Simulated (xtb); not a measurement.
xtb input (GFN2-xTB):

```bash
xtb mol.xyz --gfn 2 --ohess tight --chrg -1 --uhf 0
```
mol.xyz:
```
15

C      1.47070847    -1.22735201    -0.24355513
Ge    -0.00349538    -0.01828094     0.18670320
C     -1.54258102    -0.67866946    -1.00100678
C      0.41139251     1.73267560    -0.84254232
N     -0.29637778     0.03916341     1.91883756
H      1.68200054    -1.26417039    -1.28439695
H      2.39100544    -0.81141608     0.26439910
H      1.31781687    -2.21007817     0.15847978
H     -1.82607950    -1.66354484    -0.67885225
H     -2.36644072    -0.01677971    -0.97698468
H     -1.19533240    -0.81037506    -2.11234003
H      0.65842224     1.58196934    -1.90862958
H     -0.38869805     2.45091043    -0.78672530
H      1.32483865     2.18721795    -0.38892318
H     -1.06202853     0.69808159     2.12387684
```

Output:

```
           -------------------------------------------------
          |                Calculation Setup                |
           -------------------------------------------------

           -------------------------------------------------
          |                 G F N 2 - x T B                 |
           -------------------------------------------------

        Reference                      10.1021/acs.jctc.8b01176
      * Hamiltonian:
        H0-scaling (s, p, d)           1.850000    2.230000    2.230000
        zeta-weighting                 0.500000
      * Dispersion:
        s8                             2.700000
        a1                             0.520000
        a2                             5.000000
        s9                             5.000000
      * Repulsion:
        kExp                           1.500000    1.000000
        rExp                           1.000000
      * Coulomb:
        alpha                          2.000000
        third order                    shell-resolved
        anisotropic                    true
        a3                             3.000000
        a5                             4.000000
        cn-shift                       1.200000
        cn-exp                         4.000000
        max-rad                        5.000000

          ...................................................
          :                      SETUP                      :
          :.................................................:
          :  # basis functions                  36          :
          :  # atomic orbitals                  35          :
          :  # shells                           21          :
          :  # electrons                        32          :
          :  max. iterations                   250          :
          :  Hamiltonian                  GFN2-xTB          :
          :  restarted?                      false          :
          :  GBSA solvation                  false          :
          :  PC potential                    false          :
          :  electronic temp.          300.0000000     K    :
          :  accuracy                    1.0000000          :
          :  -> integral cutoff          0.2500000E+02      :
          :  -> integral neglect         0.1000000E-07      :
          :  -> SCF convergence          0.1000000E-05 Eh   :
          :  -> wf. convergence          0.1000000E-03 e    :
          :  Broyden damping             0.4000000          :
          :  net charge                         -1          :
          :  unpaired electrons                  0          :
          ...................................................

 iter      E             dE          RMSdq      gap      omega  full diag
   1    -16.1352454 -0.161352E+02  0.829E+00    5.93       0.0  T
   2    -15.6325100  0.502735E+00  0.697E+00    7.29       1.0  T
   3    -16.3971011 -0.764591E+00  0.644E+00    5.29       1.0  T
   4    -16.6686066 -0.271505E+00  0.126E+00    6.10       1.0  T
   5    -16.6900626 -0.214560E-01  0.494E-01    5.83       1.0  T
   6    -16.6937018 -0.363929E-02  0.189E-01    5.74       1.0  T
[...]

           -------------------------------------------------
          |               Frequency Printout                |
           -------------------------------------------------
 projected vibrational frequencies (cm⁻¹)
eigval :       -0.00    -0.00    -0.00    -0.00     0.00     0.00
eigval :       53.11    87.73   100.92   145.54   163.25   186.51
eigval :      191.35   201.35   303.02   459.38   462.28   532.35
eigval :      654.98   681.46   693.37   738.90   745.69   750.71
eigval :      787.34   927.49  1310.92  1313.22  1326.95  1508.26
eigval :     1515.54  1517.78  1520.07  1521.82  1528.79  2966.66
eigval :     2973.48  2980.51  2982.64  2986.62  2996.12  2999.68
eigval :     3004.78  3008.09  3298.74
 reduced masses (amu)
Molecule has the following symmetry elements: (sigma)
It seems to be the Cs point group
   1: 16.54   2: 43.37   3: 10.94   4: 28.49   5: 38.98   6: 24.82   7:  1.20   8:  1.25
   9:  1.42  10:  9.69  11: 10.82  12: 23.20  13: 19.40  14: 20.96  15:  2.35  16: 15.96
  17: 21.83  18: 20.46  19:  2.50  20:  3.61  21:  3.86  22:  4.19  23:  7.55  24:  4.34
  25: 20.44  26:  4.11  27:  2.96  28:  2.82  29:  2.88  30:  1.67  31:  1.66  32:  1.64
  33:  1.66  34:  1.68  35:  1.63  36:  1.91  37:  1.88  38:  1.87  39:  1.79  40:  1.63
  41:  1.78  42:  1.64  43:  1.59  44:  1.40  45:  1.87
 IR intensities (km·mol⁻¹)
   1:  2.66   2:  6.19   3:  3.77   4:  4.10   5:  9.50   6:  3.86   7:  0.83   8:  0.44
   9:  0.12  10:  3.75  11:  0.64  12: 45.09  13:  5.74  14: 30.50  15: 52.03  16: 62.24
  17:119.69  18: 87.64  19:  2.36  20: 42.04  21: 73.54  22: 34.97  23: 19.97  24: 80.91
  25:355.73  26: 91.90  27:  3.56  28:  0.83  29:  0.90  30:  1.32  31:  3.54  32:  1.44
  33:  2.80  34:  1.40  35:  6.95  36:  4.88  37:235.20  38: 71.22  39:122.88  40: 59.01
  41: 60.83  42:122.73  43:203.57  44: 80.94  45:166.52
 Raman intensities (Ä⁴*amu⁻¹)
   1:  0.00   2:  0.00   3:  0.00   4:  0.00   5:  0.00   6:  0.00   7:  0.00   8:  0.00
   9:  0.00  10:  0.00  11:  0.00  12:  0.00  13:  0.00  14:  0.00  15:  0.00  16:  0.00
  17:  0.00  18:  0.00  19:  0.00  20:  0.00  21:  0.00  22:  0.00  23:  0.00  24:  0.00
  25:  0.00  26:  0.00  27:  0.00  28:  0.00  29:  0.00  30:  0.00  31:  0.00  32:  0.00
  33:  0.00  34:  0.00  35:  0.00  36:  0.00  37:  0.00  38:  0.00  39:  0.00  40:  0.00
  41:  0.00  42:  0.00  43:  0.00  44:  0.00  45:  0.00
 output can be read by thermo (or use thermo option).
 writing <g98.out> molden fake output.
 recommended (thermochemical) frequency scaling factor: 1.0
           -------------------------------------------------
          |             Thermodynamic Functions             |
           -------------------------------------------------

cs  symmetry found (for desy threshold:  0.10E+00) used in thermo

          ...................................................
          :                      SETUP                      :
          :.................................................:
          :  # frequencies                          39      :
          :  # imaginary freq.                       0      :
          :  linear?                             false      :
          :  only rotor calc.                    false      :
          :  symmetry                               cs      :
          :  rotational number                       1      :
          :  scaling factor                  1.0000000      :
          :  rotor cutoff                   50.0000000 cm⁻¹ :
          :  imag. cutoff                  -20.0000000 cm⁻¹ :
          :.................................................:

    mode    ω/cm⁻¹     T·S(HO)/kcal·mol⁻¹    T·S(FR)/kcal·mol⁻¹   T·S(vib)
   ------------------------------------------------------------------------
       1     53.11    -1.40076 ( 56.00%)    -1.03814 ( 44.00%)    -1.24121
       2     87.73    -1.10612 ( 90.46%)    -0.88965 (  9.54%)    -1.08547
       3    100.92    -1.02459 ( 94.32%)    -0.84822 (  5.68%)    -1.01457
       4    145.54    -0.81387 ( 98.63%)    -0.73984 (  1.37%)    -0.81286
       5    163.25    -0.74890 ( 99.13%)    -0.70585 (  0.87%)    -0.74853
       6    186.51    -0.67448 ( 99.49%)    -0.66640 (  0.51%)    -0.67443
       7    191.35    -0.66031 ( 99.54%)    -0.65881 (  0.46%)    -0.66030
       8    201.35    -0.63229 ( 99.62%)    -0.64373 (  0.38%)    -0.63233
   ------------------------------------------------------------------------

   temp. (K)  partition function   enthalpy   heat capacity  entropy
                                   cal/mol     cal/K/mol   cal/K/mol   J/K/mol
 298.15  VIB  0.123E+04             4567.364     26.975     28.815
         ROT  0.173E+06              888.752      2.981     26.947
         INT  0.212E+09             5456.116     29.956     55.761
         TR   0.148E+28             1481.254      4.968     40.544
         TOT                        6937.3699    34.9242    96.3053   402.9412
Note: The following floating-point exceptions are signalling: IEEE_UNDERFLOW_FLAG IEEE_DENORMAL
normal termination of xtb

       T/K    H(0)-H(T)+PV         H(T)/Eh          T*S/Eh         G(T)/Eh
   ------------------------------------------------------------------------
    298.15    0.110554E-01    0.129810E+00    0.457577E-01    0.840526E-01
   ------------------------------------------------------------------------

         :::::::::::::::::::::::::::::::::::::::::::::::::::::
         ::                  THERMODYNAMIC                  ::
         :::::::::::::::::::::::::::::::::::::::::::::::::::::
         :: total free energy         -16.427693912156 Eh   ::
         ::.................................................::
         :: total energy              -16.511746534207 Eh   ::
         :: zero point energy           0.118754960447 Eh   ::
         :: G(RRHO) w/o ZPVE           -0.034702338396 Eh   ::
         :: G(RRHO) contrib.            0.084052622051 Eh   ::
         :::::::::::::::::::::::::::::::::::::::::::::::::::::

optimized geometry written to: xtbopt.xyz

           -------------------------------------------------
          | TOTAL ENERGY              -16.511746534207 Eh   |
          | TOTAL ENTHALPY            -16.381936171092 Eh   |
          | TOTAL FREE ENERGY         -16.427693912156 Eh   |
          | GRADIENT NORM               0.000253329560 Eh/α |
          | HOMO-LUMO GAP               5.650618705251 eV   |
           -------------------------------------------------

------------------------------------------------------------------------
------------------------------------------------------------------------
 total:
 SCF:
 ANC optimizer:
 analytical hessian:
```

It need not be the lowest isomer of its formula. Whether it binds its extra electron was not tested at this geometry.
